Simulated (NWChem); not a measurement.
# H3O2 cation; SMILES O[OH2+]

Results from NWChem. Geometry: optimised at PBE-D3(BJ)/def2-SVP. Vertical excitations in the gas phase; the lowest state need not have the same character in each row.

For level CAM-B3LYP/aug-cc-pVDZ, full TDDFT:

| Quantity | Value |
|---|---|
| orbital gap (eV) | 11.42 |

Problem. Estimate the same quantities for level PBE0/aug-cc-pVDZ, full TDDFT.

Solution. 
- orbital gap (eV): 8.60
